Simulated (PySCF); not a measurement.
Computed shifts of a molecule CH5ClFNOSi, PBE/pcSseg-1 (PySCF), GIAO, gas phase, atoms alike by connectivity averaged where their shifts nearly agree, in ppm (number of nuclei): ¹³C: 57.4 (1). ²⁹Si: -44.1 (1). ¹⁵N: 36.4 (1). ¹⁹F: -144.1 (1). ¹H: 4.11 (3), 1.27 (1), 1.08 (1). References: ¹³C against TMS (σ = 182.0 ppm); ¹⁷O against H2O (σ = 334.3 ppm); ²⁹Si against TMS (σ = 335.4 ppm); ¹⁵N against NH3 (σ = 267.0 ppm); ¹⁹F against CFCl3 (σ = 133.6 ppm); ³⁵Cl against HCl (σ = 936.5 ppm); ¹H against TMS (σ = 31.49 ppm), references at their B3LYP-D3(BJ)/def2-TZVP geometries, non-relativistic (without spin–orbit terms, shifts of atoms bonded to Cl or Br come out too high). Coordinates come from a B3LYP-D3(BJ)/def2-SVP optimisation. Other conformers were not sampled.

**Question.** Pick the molecule that these values belong to.
(A) N[Si@](O)(Cl)CF
(B) CN[Si@@](O)(F)Cl
(C) NC[Si@@](O)(F)Cl
(D) CO[Si](N)(F)Cl

**Answer.** D, CO[Si](N)(F)Cl
